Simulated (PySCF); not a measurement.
anisole (C₇H₈O), SMILES COc1ccccc1. The structure is a stationary point at r2SCAN-D4/def2-SVP. The values are those of a single conformer.

Question: Give the equilibrium geometry at r2SCAN-D4/def2-SVP (PySCF confirms it by a frequency run) as bond lengths and angles, and its point group. (An estimate is asked for; the answer gives what the named calculation found.)

Answer: This is not unique; one that fits is point group Cs.
Atoms: C1 O2 C3 C4 C5 C6 C7 C8 H9 H10 H11 H12 H13 H14 H15 H16. Bond lengths (Å): C1–O2 1.409, C1–H9 1.098, C1–H10 1.105, C1–H11 1.105, O2–C3 1.357, C3–C4 1.406, C3–C8 1.404, C4–C5 1.392, C4–H12 1.093, C5–C6 1.402, C5–H13 1.094, C6–C7 1.395, C6–H14 1.093, C7–C8 1.401, C7–H15 1.094, C8–H16 1.092. Angles (°): O2–C1–H9 106.5, O2–C1–H10 111.7, O2–C1–H11 111.7, H9–C1–H10 109.0, H9–C1–H11 109.0, H10–C1–H11 108.8, C1–O2–C3 118.2, O2–C3–C4 115.9, O2–C3–C8 124.3, C4–C3–C8 119.8, C3–C4–C5 120.1, C3–C4–H12 118.2, C5–C4–H12 121.8, C4–C5–C6 120.6, C4–C5–H13 119.3, C6–C5–H13 120.0, C5–C6–C7 119.1, C5–C6–H14 120.4, C7–C6–H14 120.4, C6–C7–C8 121.0, C6–C7–H15 120.0, C8–C7–H15 119.0, C3–C8–C7 119.4, C3–C8–H16 121.1, C7–C8–H16 119.5.
